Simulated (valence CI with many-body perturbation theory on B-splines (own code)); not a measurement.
## A CI+MBPT run for Ir⁶²⁺

Computed by valence CI with perturbative core correlation (CI+MBPT): five valence electrons over a frozen Dirac-Fock core [Ne], radial functions for each j: 9 s, 9 p, 8 d, 6 f, 3 g, 1 h, with the one-electron correlation potential Σ1 (screened to all orders), the two-electron term Σ2, the three-electron term Σ3, Breit, model QED; selected single and double excitations, second order for the rest (own B-spline code, finite nucleus).

Command, and the settings that its task file holds:

```sh
python run_cv.py task.json out
```

```
atom Ir  Z=77  mass_number=193  rms_radius_fm=5.4032
core [Ne]
valence 3s2 3p3
avg = 1
basis = M
breit = 1
cap = 40000
capref = 1200
cscale = 1
de = 0.0
dress = 0
eps = 2e-08
h = 0.27
hh = 1
l2 = 3
lcore = 6
maxit = 60
n2 = 5
natural = 1
nlev = 45
nno = [5, 5, 5, 4, 2, 1]
nroot = 26
nsp = [4, 4, 3, 2, 1, 0]
pt2 = 1
qed = 1
rpa = 1
s1 = 1
s2 = 1
s3 = 1
screen = 1
tol = 2e-05
```

It took 3.3 min on 1 thread of Arm Neoverse V1 (shared host).

Log. The first blocks belong to the next ion, which gives the ionisation energy. Fields: 2J, parity (1 odd), roots, reference size, generating configurations, candidates as configurations/state functions, variational space P, stored matrix elements, Davidson steps; e2 is the range of second-order energies in hartree. The first line gives the box (bohr), its intervals, the orbitals and the steps of their self-consistent field. Window is the range of levels sought, series limit the energy at which the first omitted orbital would enter, core excitation an estimate of the first excitation out of the core, left out the lowest levels not solved, and shifts from estimates the range by which levels moved from their first estimate, all in cm⁻¹.

```
rmax 1.8 intervals 55 orbitals 63 references ['3s2 3p3', '3s2 3p2 3d', '3s 3p4', '3s2 3p 3d2', '3s 3p3 3d'] scf 3 t 0.9
2J=0 par=0 roots 2 ref 24 generators 6 cand 8199/12662 P 2186/3138 nnz 1.1e+06 it 5
2J=0 par=0 roots 2 ref 24 generators 8 cand 7594/12977 P 3164/4744 nnz 1.9e+06 it 5
   second order: generators 12 cand 8118/14313 e2 -0.00003 -0.00001
reference levels 772, estimated 145, window 8244998 1/cm; series limit 41357062, core excitation 72536541
2J=3 par=1 roots 11 ref 110 generators 19 cand 26871/268707 P 1980/7997 nnz 5.4e+06 it 7
2J=3 par=1 roots 11 ref 110 generators 28 cand 27221/270971 P 7033/40000 nnz 8.7e+07 it 8
   second order: generators 40 cand 38980/559096 e2 -0.00257 -0.00052
2J=3 par=0 roots 9 ref 71 generators 14 cand 24964/241070 P 1936/7996 nnz 5.8e+06 it 5
2J=3 par=0 roots 9 ref 71 generators 23 cand 26410/265162 P 7047/40000 nnz 9.5e+07 it 9
   second order: generators 31 cand 28932/334358 e2 -0.00143 -0.00040
2J=5 par=0 roots 8 ref 74 generators 13 cand 25387/297018 P 1865/7986 nnz 5.9e+06 it 8
2J=5 par=0 roots 8 ref 74 generators 22 cand 26897/328801 P 6530/39999 nnz 9.9e+07 it 9
   second order: generators 36 cand 33338/482477 e2 -0.00209 -0.00075
2J=5 par=1 roots 9 ref 114 generators 16 cand 26443/329654 P 1709/7995 nnz 6.1e+06 it 7
2J=5 par=1 roots 9 ref 114 generators 25 cand 27853/335956 P 6062/39976 nnz 9.5e+07 it 8
   second order: generators 33 cand 37825/639617 e2 -0.00328 -0.00176
2J=1 par=1 roots 7 ref 67 generators 16 cand 25078/149918 P 2577/7997 nnz 4.9e+06 it 5
2J=1 par=1 roots 7 ref 67 generators 24 cand 24059/145592 P 9358/40000 nnz 8.2e+07 it 7
   second order: generators 37 cand 31281/256100 e2 -0.00048 -0.00017
2J=1 par=0 roots 6 ref 44 generators 15 cand 23171/134723 P 2621/7995 nnz 5e+06 it 7
2J=1 par=0 roots 6 ref 44 generators 21 cand 24089/145642 P 9962/39999 nnz 8.4e+07 it 8
   second order: generators 29 cand 24072/174489 e2 -0.00031 -0.00007
2J=7 par=0 roots 4 ref 54 generators 10 cand 24006/297266 P 1714/7987 nnz 6.2e+06 it 5
2J=7 par=0 roots 4 ref 54 generators 15 cand 25566/330605 P 5424/39994 nnz 1.3e+08 it 7
   second order: generators 22 cand 26161/374855 e2 -0.00083 -0.00053
2J=9 par=0 roots 2 ref 34 generators 6 cand 17530/218432 P 1740/7989 nnz 6.9e+06 it 5
2J=9 par=0 roots 2 ref 34 generators 10 cand 19912/241787 P 5466/38732 nnz 1.5e+08 it 5
   second order: generators 21 cand 24548/331195 e2 -0.00021 -0.00015
2J=7 par=1 roots 6 ref 93 generators 10 cand 23267/291665 P 1661/7996 nnz 6.2e+06 it 5
2J=7 par=1 roots 6 ref 93 generators 19 cand 26404/332730 P 5441/39976 nnz 1.1e+08 it 7
   second order: generators 31 cand 36266/648589 e2 -0.00200 -0.00153
2J=9 par=1 roots 3 ref 57 generators 8 cand 19377/238209 P 1806/7998 nnz 6.6e+06 it 5
2J=9 par=1 roots 3 ref 57 generators 14 cand 23171/286787 P 5543/39992 nnz 1.2e+08 it 5
   second order: generators 20 cand 27985/500461 e2 -0.00067 -0.00063
left out: unestimated 11944238, estimated 9008889, shifts from estimates -43 to 187
operators 0.8
```

The Davidson iterations converged.

No measured spectrum was set against this ion. As an estimate, large intervals hold to a few tenths of a per cent, small ones and those within an open d or f shell to about a per cent. Among the levels kept, up to 640 cm⁻¹ of a level comes from second order outside the variational space, and about a tenth of that is noise between levels of different J, which matters for small intervals.

```
Valence energy                            : -1358.855 hartree
Ionisation energy                         : 6711.2 eV (NIST: 6708 ± 15 eV (theoretical))
Reference configurations for the orbitals : 3s2 3p3, 3s2 3p2 3d, 3s 3p4, 3s2 3p 3d2, 3s 3p3 3d
Radial orbitals                           : 63
Box radius                                : 1.819 bohr
Largest variational space                 : 40000
Lowest levels                             : (3s^2 3p1/2^2 3p3/2) J=3/2 0.00, (3s^2 3p1/2^2 3d3/2) J=3/2 241.74, (3s^2 3p1/2^2 3d5/2) J=5/2 353.67, (3s^2 3p1/2 3p3/2^2) J=3/2 415.51, (3s^2 3p1/2 3p3/2^2) J=5/2 427.80, (3s^2 3p1/2 3p3/2^2) J=1/2 444.01, (3s 3p1/2^2 3p3/2^2) J=5/2 601.52, (3s 3p1/2^2 3p3/2^2) J=3/2 632.24, (3s 3p1/2^2 3p3/2^2) J=1/2 634.85, (3s^2 3p1/2 3p3/2 3d3/2) J=5/2 [a] 654.36, (3s^2 3p1/2 3p3/2 3d3/2) J=1/2 [a] 657.94, (3s^2 3p1/2 3p3/2 3d3/2) J=3/2 [a] 658.36, (3s^2 3p1/2 3p3/2 3d3/2) J=7/2 667.27, (3s^2 3p1/2 3p3/2 3d3/2) J=5/2 [b] 698.74 eV
```

Levels are named by their leading jj configuration (3d3/2^4 stands for four electrons in 3d with j = 3/2), which in mixed levels can hold well under half, so a name can repeat and another be missing. Letters in brackets count levels of one name in rising energy.
